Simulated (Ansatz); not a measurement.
Reaction (homolysis of the C–Si bond): `C[SiH2][SiH](O)F` → `[CH3]`• + `O[SiH](F)[SiH2]`•

Computed with Ansatz on PBE0-D4/def2-TZVP structures; ΔE is electronic, products minus reactants. CBS: MP2 limit from def2 TZ/QZ plus the TZ coupled-cluster correction, frozen cores. This one scheme is used for every species. Functionals use def2-TZVPP. HSE06 is defined as in plane-wave codes. Open shells (•) are unrestricted, without spin–orbit coupling. One conformer a species, not always the lowest.

```
             level  ΔE (eV)
           PBE0-D4     3.77
        r2SCANh-D4     3.57
          HSE06-D4     3.77
          BHLYP-D4     3.69
           ωB97M-V     3.95
            r2SCAN     3.55
           LC-ωPBE     3.74
CCSD(T)/def2-TZVPP     3.80
```

Problem. What does CCSD(T)/CBS give? (Best estimate.)

Solution. Computed: +3.91 eV. The listed levels differ from it by -0.14, -0.34, -0.14, -0.22, 0.04, -0.36, -0.17, -0.11 eV.

Largest T1 diagnostic among the species: 0.014.

From BLYP to BHLYP (50 % exact exchange), in def2-TZVPP and without D4, ΔE moves by +0.09 eV. The D4 term adds +0.11 eV with B3LYP and +0.06 eV with PBE0; it sums over pairs of atoms, weighted by their polarisabilities, and B3LYP, whose exchange is more repulsive, gets the larger term. Leaving LDA and LC-ωPBE aside and taking each functional with its dispersion term where it has one, the values, not all of them listed here, spread over 0.40 eV, from r2SCAN-D4 to ωB97X-V. LDA lies +0.66 eV from PBE without D4, its usual overbinding.

B3LYP here is the variant with VWN-RPA as its local correlation; programs differ in this.
